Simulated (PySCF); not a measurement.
Changes within a family of molecules, several properties at once.

PySCF, CAM-B3LYP/def2-SVPD, density fitting, gas phase; each molecule at its own PBE0-D3(BJ)/def2-SVP geometry, one conformer. Singlet excitations by full TDDFT with frozen cores, triplets by Tamm–Dancoff TDDFT and ionisation energies by ΔSCF, from the lowest of the holes tried. 

Torsions of the conformers computed, which needn't be the lowest (atom-mapped SMILES):
- `[CH2:1]=[CH:2][c:3]1[cH:4][n:5][cH:6][n:7]1[SiH3:8]`: C1–C2–C3–C4 -1°
- `[CH3:1][C:2]([CH3:3])([CH3:4])[c:5]1[cH:6][n:7][cH:8][n:9]1[SiH3:10]`: C1–C2–C5–C6 -110°
- `[F:1][C:2]([F:3])([F:4])[c:5]1[cH:6][n:7][cH:8][n:9]1[SiH3:10]`: F1–C2–C5–C6 136°
- `[SiH3:1][CH2:2][c:3]1[cH:4][n:5][cH:6][n:7]1[SiH3:8]`: Si1–C2–C3–C4 86°
- `[O:1]=[C:2]([OH:3])[c:4]1[cH:5][n:6][cH:7][n:8]1[SiH3:9]`: O1–C2–C4–C5 180°, H–O3–C2–O1 0°
- `[OH:1][B:2]([OH:3])[c:4]1[cH:5][n:6][cH:7][n:8]1[SiH3:9]`: O1–B2–C4–C5 1°, H–O1–B2–O3 180°, H–O3–B2–O1 0°

Reference: `C=Cc1cncn1[SiH3]`, with HOMO energy -7.42 eV, LUMO energy 0.06 eV, lowest singlet excitation 4.89 eV, lowest triplet excitation 2.98 eV, mean polarisability 101.4 au, dipole moment 3.41 D and vertical ionisation energy 8.06 eV.

Changes against it:

```
            molecule  Δ HOMO energy (eV)  Δ LUMO energy (eV)  Δ lowest singlet excitation (eV)  Δ lowest triplet excitation (eV)  Δ mean polarisability (au)  Δ dipole moment (D)  Δ vertical ionisation energy (eV)
[SiH3]Cc1cncn1[SiH3]               -0.19               +0.71                             +0.85                             +1.19                       +10.6                +0.24                              +0.15
 O=C(O)c1cncn1[SiH3]               -1.18               -0.44                             +0.50                             +0.66                        -8.7                -1.65                              +1.22
  OB(O)c1cncn1[SiH3]               -0.76               +0.40                             +0.94                             +0.96                        -7.7                -0.84                              +0.80
     [SiH3]n1cncc1Cl               -0.62               +0.74                             +1.16                             +1.23                       -16.0                -0.37                              +0.71
```

Rows whose labels were lost:

```json
{"row": "P", "Δ HOMO energy (eV)": "-0.31", "Δ LUMO energy (eV)": "+0.90", "Δ lowest singlet excitation (eV)": "+1.19", "Δ lowest triplet excitation (eV)": "+1.26", "Δ mean polarisability (au)": "+18.2", "Δ dipole moment (D)": "+0.28", "Δ vertical ionisation energy (eV)": "+0.24"}
{"row": "Q", "Δ HOMO energy (eV)": "-1.34", "Δ LUMO energy (eV)": "+0.45", "Δ lowest singlet excitation (eV)": "+1.42", "Δ lowest triplet excitation (eV)": "+1.25", "Δ mean polarisability (au)": "-15.9", "Δ dipole moment (D)": "-0.47", "Δ vertical ionisation energy (eV)": "+1.42"}
```

Task: Which row belongs to which of `CC(C)(C)c1cncn1[SiH3]` and `FC(F)(F)c1cncn1[SiH3]`?

Result: P = `CC(C)(C)c1cncn1[SiH3]` and Q = `FC(F)(F)c1cncn1[SiH3]`. P and Q are told apart most clearly by the mean polarisability (+18.2 against -15.9 au).

Task: Which row has the smallest HOMO–LUMO gap and which the largest, and does the HOMO or the LUMO shift more there?

Result: Smallest, counted from the reference: `O=C(O)c1cncn1[SiH3]`, +0.74 eV (HOMO -1.18, LUMO -0.44), the larger shift being that of the HOMO. Largest: Q, +1.79 eV (HOMO -1.34, LUMO +0.45), the larger shift being that of the HOMO. The gap of the reference itself lies below all of them.
